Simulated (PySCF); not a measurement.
```xyz
4
charge -1 multiplicity 2, angstrom
Cu   -0.0169    0.0000    0.0000
H     1.5590    0.0000   -0.0018
H    -0.2526    1.5626    0.0003
H    -0.2527   -1.5626    0.0003
```

These are results of UPBE0 in PySCF with Cu def2-TZVPD, H def2-TZVPD; no relativity; density-fitted integrals, not measurements.

This geometry of CuH₃⁻ is a stationary point at this level.

Task: What is the point group?

Result: C2v.

Task: Is it a minimum?

Result: Yes: all harmonic wavenumbers are real.

Task: List the harmonic modes with their infrared intensities.

Result: 
```tsv
symmetry	ω (cm⁻¹)	IR (km/mol)
b2	368	50.1
a1	606	70.8
b1	636	267
a1	1477	283
b2	1496	1110
a1	1616	0.0
```

Task: Give the ideal-gas entropy at 298.15 K and 1 bar by parts.

Result: translation 161.1, rotation 61.7, vibration 8.2, spin 5.8; total 236.8 J/(mol K).

In C2v the vibrations span 2b2 + 3a1 + b1. Here b1 is antisymmetric to the molecular plane and b2 lies in it.

Other isomers or separated fragments may lie lower. Other spin states or occupations of the open shell can lie lower. The lowest empty level of this anion is unbound, so it and the gap depend on the basis.
